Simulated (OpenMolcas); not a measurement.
An atom or ion with 23 electrons was computed by MS-RASPT2, IPEA 0.25 Eh, imaginary shift 0.1 Eh with spin-orbit coupling (OpenMolcas, ANO-RCC-VTZP, DKH2). The lowest levels that the run gave, each within 12 % of the measured value where one is at hand:

```tsv
J	Parity	E (cm-1)	g
5/2	even	0.0	2.002
5/2	even	27900	0.571
7/2	even	27910	0.984
11/2	even	27920	1.273
9/2	even	27920	1.172
5/2	even	30680	1.594
3/2	even	30720	1.723
1/2	even	30760	2.653
7/2	even	33820	1.429
1/2	even	33860	0.015
3/2	even	33890	1.211
5/2	even	33900	1.378
```

Problem. Which ion is it, and what are the configurations and terms?

Solution. Mn²⁺ (Z = 25, charge +2; active space 11 electrons in 8 orbitals (RAS1 3p, at most 2 holes; RAS2 3d)). J, parity and g give the terms where levels are pure, and mixed ones are named by the computed weights; the size of the splittings, set against known spectra of the 23-electron sequence, gives the charge. In order, with the measured energies in cm-1 (Corliss and Sugar, J. Phys. Chem. Ref. Data 6, 1253 (1977)): 3d5 6S 5/2, 3d5 4G 5/2, 3d5 4G 7/2 (26860), 3d5 4G 11/2 (26824), 3d5 4G 9/2, 3d5 4P 5/2 (29168), 3d5 4P 3/2, 3d5 4P 1/2, 3d5 4D 7/2 (32307), 3d5 4D 1/2 (32369), 3d5 4D 3/2, 3d5 4D 5/2 (32384).

Term energies are means over components that CASPT2 splits; among the terms shown or strongly mixed into the levels shown the widest spread is 310 cm-1 (3d5 4G). Active for correlation alone: 3p; no level in the range computed is led by a configuration that opens it, so any true level of that kind is missing. Measured partners are found by configuration, term and J. A level has none where our copy of the source lacks it or the pairing is in doubt (some pairs that miss far off the trend of their configuration count as doubtful), and it then counts in no deviation. Only configurations of the active space appear.
